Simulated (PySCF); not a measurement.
**State search for SrF**

Unrestricted PBE0; basis Sr def2-TZVPP with ECP28, F def2-TZVPP; scalar-relativistic core potentials; PySCF 2.14. Outer shells of the fragments: Sr 5s2; F 2s2 2p5.

Followed along the bond (rough minima from three points):

```
2Ms+1   unpaired  ⟨S²⟩ at the start  R at minimum (Å)  Te (eV)
    2        σ ↑               0.75              2.07     0.00
    4  σ ↑, π ↑↑               3.75  none in the scan   ≤ 7.19
```

Solutions found at the starting distance of 2.325 Å, counted from the lowest of them; the search is not exhaustive and high or unbound solutions are not listed, so other states can lie among these:

```json
{"2Ms+1": "2", "unpaired": "σ ↑", "term": "²Σ⁺", "E (eV)": "0.00", "⟨S²⟩": "0.75", "⟨Lz²⟩": "0.00", "μ (D)": "-4.74"}
{"2Ms+1": "2", "unpaired": "π ↑", "term": "²Π", "E (eV)": "1.68", "⟨S²⟩": "0.75", "⟨Lz²⟩": "1.00", "μ (D)": "-3.74"}
{"2Ms+1": "2", "unpaired": "δ ↑", "term": "²Δ", "E (eV)": "2.06", "⟨S²⟩": "0.75", "⟨Lz²⟩": "4.00", "μ (D)": "-8.37"}
{"2Ms+1": "4", "unpaired": "σ ↑, π ↑↑", "term": "mixed", "E (eV)": "7.08", "⟨S²⟩": "3.75", "⟨Lz²⟩": "2.02", "μ (D)": "1.20"}
{"2Ms+1": "4", "unpaired": "σ ↑, π ↑↑", "term": "mixed", "E (eV)": "7.13", "⟨S²⟩": "3.75", "⟨Lz²⟩": "2.01", "μ (D)": "2.30"}
{"2Ms+1": "4", "unpaired": "σ ↑↑, π ↑", "term": "⁴Π", "E (eV)": "7.26", "⟨S²⟩": "3.75", "⟨Lz²⟩": "1.03", "μ (D)": "4.78"}
{"2Ms+1": "4", "unpaired": "σ ↑, π ↑, δ ↑", "term": "mixed", "E (eV)": "7.27", "⟨S²⟩": "3.75", "⟨Lz²⟩": "5.00", "μ (D)": "1.21"}
{"2Ms+1": "4", "unpaired": "σ ↑, π ↑, δ ↑", "term": "mixed", "E (eV)": "7.27", "⟨S²⟩": "3.75", "⟨Lz²⟩": "4.93", "μ (D)": "1.28"}
{"2Ms+1": "4", "unpaired": "σ ↑↑, π ↑", "term": "⁴Π", "E (eV)": "7.37", "⟨S²⟩": "3.75", "⟨Lz²⟩": "1.01", "μ (D)": "3.27"}
```

A term symbol is given only where ⟨S²⟩ and ⟨Lz²⟩ are close to those of a pure state; real π, δ and φ orbitals otherwise mix terms. A positive dipole means Sr(−)F(+).

Spin–orbit coupling is left out. Counting both spins, an empty level lies below a filled one in some of these solutions, because spin and occupation are held.
